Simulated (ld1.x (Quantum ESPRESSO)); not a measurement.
# Configuration tests for K (Z = 19) (PAW)

```json
{"Element": "K", "Generator": "ld1.x (Quantum ESPRESSO) 7.5", "Type": "PAW", "Functional": "BLYP", "Relativity": "scalar-relativistic", "Frozen core": "[Ne]", "Valence charge": "9", "Reference configuration": "3s2 3p6 3d0.5 4s0.5 4p0", "Partial waves": "3s (bound): rcut 1.70, rcutus 1.85 bohr; 4s (bound): rcut 1.70, rcutus 1.85 bohr; 3p (bound): rcut 2.00, rcutus 2.35 bohr; 4p (bound, empty): rcut 2.00, rcutus 2.35 bohr; 3d (bound): rcut 4.35, rcutus 4.80 bohr; 3d channel at 0.35 Ry: rcut 4.35, rcutus 4.80 bohr; 4f channel at 0.4 Ry: rcut 4.05, rcutus 4.55 bohr", "Local potential": "all-electron potential smoothed inside 2.95 bohr (lloc = -1)", "Core correction": "Bessel-smoothed model core inside 1.35 bohr", "Augmentation charge": "PSQ, inside the norm-conserving radii"}
```

Energies are relative to the spin-unpolarised reference configuration 3s2 3p6 3d0.5 4s0.5 4p0; without spin polarisation the order of configurations can differ from experiment. Not all tests gave a result: test run stopped at test 6 of 7 (negative rho).

```json
{"valence configuration": "3s2 3p6 3d0 4s1 4p0", "charge": "0", "ΔE all-electron (eV)": "-1.234", "error AE − PS (meV)": "+0.1"}
{"valence configuration": "3s2 3p6 3d0 4s0 4p0", "charge": "+1", "ΔE all-electron (eV)": "3.125", "error AE − PS (meV)": "0.0"}
{"valence configuration": "3s2 3p6 3d0 4s0.5 4p0", "charge": "+0.5", "ΔE all-electron (eV)": "0.402", "error AE − PS (meV)": "0.0"}
{"valence configuration": "3s1 3p6 3d0 4s1 4p0", "charge": "+1", "ΔE all-electron (eV)": "40.490", "error AE − PS (meV)": "-14"}
```

**Question.** What are ΔE and the potential's error for 3s2 3p6 3d0 4s0 4p1?

**Answer.** ΔE = 0.414 eV all-electron; the error (AE − PS) is 0.0 meV.

ld1.x printed “convergence not achieved” for 5 of the counted tests; their residual had stalled under 1e-8, short of the target of 1e-14.
